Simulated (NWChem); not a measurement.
System: CH3ClO2Si; SMILES OC(=O)[SiH2]Cl

NWChem input:

```
start job
memory heap 200 mb stack 900 mb global 1100 mb
geometry units angstroms noautosym nocenter noautoz
  O     -0.680519    -2.289544    -0.331051
  C      0.028965    -1.319660    -0.158999
  O      1.307194    -1.398445     0.260043
  Si    -0.689882     0.428589    -0.497081
  Cl     0.657809     1.962421    -0.146391
  H      1.509473    -2.350253     0.381193
  H     -1.854076     0.589436     0.399637
  H     -1.096618     0.453665    -1.918163
end
basis spherical
  * library pcsseg-1
end
dft
  xc kt2
  iterations 150
end
property
  shielding 7 1 2 3 4 5 6 7
end
task dft property
```

Output (shortened):

```
             Northwest Computational Chemistry Package (NWChem) 7.3.0
             --------------------------------------------------------

                             Geometry "geometry" -> ""
                             -------------------------

 Output coordinates in angstroms (scale by  1.889725989 to convert to a.u.)

  No.       Tag          Charge          X              Y              Z
 ---- ---------------- ---------- -------------- -------------- --------------
    1 O                    8.0000    -0.68051900    -2.28954400    -0.33105100
    2 C                    6.0000     0.02896500    -1.31966000    -0.15899900
    3 O                    8.0000     1.30719400    -1.39844500     0.26004300
    4 Si                  14.0000    -0.68988200     0.42858900    -0.49708100
    5 Cl                  17.0000     0.65780900     1.96242100    -0.14639100
    6 H                    1.0000     1.50947300    -2.35025300     0.38119300
    7 H                    1.0000    -1.85407600     0.58943600     0.39963700
    8 H                    1.0000    -1.09661800     0.45366500    -1.91816300

 Effective nuclear repulsion energy (a.u.)     270.5191653618

                              NWChem Property Module
                              ----------------------

  itol2e modified to match energy
  convergence criterion.

                                 NWChem DFT Module
                                 -----------------

 Summary of "ao basis" -> "ao basis" (spherical)
 ------------------------------------------------------------------------------
       Tag                 Description            Shells   Functions and Types
 ---------------- ------------------------------  ------  ---------------------
 O                          pcsseg-1                 7       17   3s3p1d
 C                          pcsseg-1                 7       17   3s3p1d
 Si                         pcsseg-1                10       24   4s5p1d
 Cl                         pcsseg-1                10       24   4s5p1d
 H                          pcsseg-1                 3        5   2s1p

  itol2e modified to match energy
  convergence criterion.

            General Information
            -------------------
          SCF calculation type: DFT
          Wavefunction type:  closed shell.
          No. of atoms     :     8
          No. of electrons :    56
           Alpha electrons :    28
            Beta electrons :    28
          Charge           :     0
          Spin multiplicity:     1
          Use of symmetry is: off; symmetry adaption is: off
          Maximum number of iterations: 150
          AO basis - number of functions:   114
                     number of shells:    50
          Convergence on energy requested:  1.00D-07
          Convergence on density requested:  1.00D-05
          Convergence on gradient requested:  5.00D-04

              XC Information
              --------------
                          KT2 Method XC Functional
                        Slater Exchange Functional  1.072 local
                           KT1 gradient correction  1.000 non-local
            Perdew 1991 LDA Correlation Functional  0.577 local

             Grid Information
             ----------------
          Grid used for XC integration:  fine
          Radial quadrature: Mura-Knowles
          Angular quadrature: Lebedev.
          Tag              B.-S. Rad. Rad. Pts. Rad. Cut. Ang. Pts.
          ---              ---------- --------- --------- ---------
          O                   0.60       70          11.0       590
          C                   0.70       70          10.0       590
          Si                  1.10      123          11.0       770
          Cl                  1.00      123          12.0       770
          H                   0.35       60          12.0       590
          Grid pruning is: on
          Number of quadrature shells:   636
          Spatial weights used:  Erf1

[...]

          -----------------------------------------
          Chemical Shielding Tensors (GIAO, in ppm)
          -----------------------------------------

                                NWChem CPHF Module
                                ------------------

  scftype          =     RHF
  nclosed          =       28
  nopen            =        0
  variables        =     2408
  # of vectors     =        3
  tolerance        = 0.10D-03
  level shift      = 0.00D+00
  max iterations   =       50
  max subspace     =       30

 SCF residual:    6.9028228703748909E-005

Iterative solution of linear equations
  No. of variables     2408
  No. of equations        3
  Maximum subspace       30
        Iterations       50
       Convergence  1.0D-04

   iter   nsub   residual    time
   ----  ------  --------  ---------
     1      3    3.52D-05      87.7

      Atom:    1  O
        Diamagnetic
    403.0992     11.6521      2.2062
     11.6521    408.0714      2.9421
      2.2062      2.9421    394.6881

        Paramagnetic
   -745.5706    -59.9960   -179.9608
    -59.9960   -657.5011      9.1289
   -179.9608      9.1289   -238.2593

        Total Shielding Tensor
   -342.4714    -48.3439   -177.7547
    -48.3439   -249.4297     12.0709
   -177.7547     12.0709    156.4287

           isotropic =    -145.1575
          anisotropy =    -398.0795

          Principal Components and Axis System
                 1           2           3
             -410.5438   -239.7021    214.7734

      1         0.9240     -0.2270     -0.3079
      2         0.2559      0.9650      0.0568
      3         0.2842     -0.1312      0.9497

      Atom:    2  C
        Diamagnetic
    262.8735      6.1841      7.9159
      6.1841    261.9466      0.5356
      7.9159      0.5356    239.8532

        Paramagnetic
   -297.6400     40.7421    -45.4760
     40.7421   -249.6053     18.2622
    -45.4760     18.2622   -180.6530

        Total Shielding Tensor
    -34.7665     46.9262    -37.5601
     46.9262     12.3413     18.7978
    -37.5601     18.7978     59.2002

           isotropic =      12.2583
          anisotropy =    -133.3121

          Principal Components and Axis System
                 1           2           3
              -76.6164     72.4941     40.8974

      1         0.8181     -0.3078      0.4857
      2        -0.4938      0.0567      0.8677
      3         0.2946      0.9498      0.1056

      Atom:    3  O
        Diamagnetic
    399.7807     -7.9383      7.9477
     -7.9383    399.6374     -3.9166
      7.9477     -3.9166    379.5115

        Paramagnetic
   -205.1105    -51.8382     17.4883
    -51.8382   -491.3880     -2.4737
     17.4883     -2.4737   -243.9158

        Total Shielding Tensor
    194.6702    -59.7765     25.4360
    -59.7765    -91.7505     -6.3903
     25.4360     -6.3903    135.5957

           isotropic =      79.5051
          anisotropy =     203.6316

          Principal Components and Axis System
                 1           2           3
              215.2595    126.9880   -103.7322

      1         0.9312     -0.3073      0.1960
      2        -0.1878      0.0562      0.9806
      3         0.3124      0.9499      0.0054

      Atom:    4  Si
        Diamagnetic
    881.4500      2.2890      1.8690
      2.2890    888.1544     -0.0050
      1.8690     -0.0050    875.9311

        Paramagnetic
   -478.3089     47.5848      1.4555
     47.5848   -465.2730     13.9913
      1.4555     13.9913   -491.9769

        Total Shielding Tensor
    403.1411     49.8738      3.3245
     49.8738    422.8814     13.9863
      3.3245     13.9863    383.9542

           isotropic =     403.3256
          anisotropy =      93.8590

          Principal Components and Axis System
                 1           2           3
              465.8982    383.7191    360.3594

      1         0.6196     -0.3116      0.7204
      2         0.7692      0.0581     -0.6364
      3         0.1564      0.9484      0.2757

      Atom:    5  Cl
        Diamagnetic
   1150.0119      3.7578      0.9901
      3.7578   1154.2102      0.7663
      0.9901      0.7663   1146.5879

        Paramagnetic
   -168.9343     -6.8080     33.0022
     -6.8080   -132.7651    -10.1346
     33.0022    -10.1346   -257.6004

        Total Shielding Tensor
    981.0776     -3.0502     33.9923
     -3.0502   1021.4452     -9.3683
     33.9923     -9.3683    888.9875

           isotropic =     963.8367
          anisotropy =      88.7223

          Principal Components and Axis System
                 1           2           3
             1022.9850    991.1648    877.3604

      1        -0.1600      0.9373     -0.3095
      2         0.9811      0.1856      0.0552
      3        -0.1092      0.2948      0.9493

      Atom:    6  H
        Diamagnetic
     28.0483     -6.5531      3.1786
     -6.5531     41.0185     -3.3873
      3.1786     -3.3873     20.6484

        Paramagnetic
     -4.0665      0.4279     -2.7524
      0.4279    -14.9425      1.2714
     -2.7524      1.2714      3.3788

        Total Shielding Tensor
     23.9818     -6.1252      0.4262
     -6.1252     26.0760     -2.1158
      0.4262     -2.1158     24.0272

           isotropic =      24.6950
          anisotropy =      10.5282

          Principal Components and Axis System
                 1           2           3
               31.7138     23.7662     18.6050

      1        -0.6107     -0.3073      0.7298
      2         0.7541      0.0553      0.6544
      3        -0.2414      0.9500      0.1980

      Atom:    7  H
        Diamagnetic
     33.3866     -1.4612     -7.1621
     -1.4612     24.2125      1.0831
     -7.1621      1.0831     24.9602

        Paramagnetic
     -3.8904      2.4969      3.7456
      2.4969      0.4162     -0.6338
      3.7456     -0.6338     -0.6192

        Total Shielding Tensor
     29.4962      1.0357     -3.4165
      1.0357     24.6287      0.4492
     -3.4165      0.4492     24.3410

[...]
```

Level: KT2/pcSseg-1, GIAO. Structure relaxed at the B3LYP/6-31G* (spherical d) level. The printed shielding anisotropy is the first printed principal value minus the mean of the other two.
